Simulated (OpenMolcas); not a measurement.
# Sm3+: moving or changing the point charges

Sm3+ among 8 point charges of -1 e arranged as a hexagonal bipyramid (D6h), 2.78 Å from the ion.

- Program: OpenMolcas 26.06
- Method: CASSCF
- Basis: ANO-RCC-VDZP [7s6p4d2f1g]
- Scalar Hamiltonian: DKH2, point nucleus
- Active space: 5 electrons in 7 orbitals (4f)
- State averaging: 2S+1 = 6 odd, 21 roots; 2S+1 = 4 odd, 128 roots kept (CI in the orbitals of an earlier block, 108 in the spin-orbit step); 2S+1 = 2 odd, 130 roots kept (CI in the orbitals of an earlier block, 40 in the spin-orbit step)
- Spin-orbit coupling: RASSI with atomic mean-field integrals over the reference wave functions

Runs around this geometry, states. Energies in cm-1 above the lowest state or level, χT in cm3 K/mol.

| R (Å) | q (e) | Ground state | First state of that spin | First gap with spin-orbit (degeneracies) | Width of lowest J | χT at 300 K |
| --- | --- | --- | --- | --- | --- | --- |
| 2.78 | -0.5 | 2S+1 = 6 | 35.8 | 93.4 (2, 2) | 173 | 0.305 |
| 2.78 | -1 | 2S+1 = 6 | 70.4 | 179.8 (2, 2) | 344 | 0.302 |
| 2.93 | -1 | 2S+1 = 6 | 69.7 | 159.2 (2, 2) | 294 | 0.303 |
| 3.21 | -1 | 2S+1 = 6 | 63.9 | 127.0 (2, 2) | 224 | 0.304 |

Taking the width of the lowest J multiplet as R^-n, n = -ln(224 / 344) / ln(3.21 / 2.78) = 3.0 between the shortest and longest distance.

Scaling the charges by -0.5 / -1 = 0.50 scales the width of the lowest J multiplet by 173 / 344 = 0.50; with fixed orbitals a first-order splitting would follow the charge.

High states are left out of the spin-orbit mixing, which shifts the levels that they would mix with. This is an electrostatic model: the charges have no orbitals. An unlabelled pair can be two single states that coincide in this model. A group larger than the point group allows holds several states that coincide in this model. No measured value stands beside these numbers.

A state without a sure symmetry label is named by its multiplicity alone.
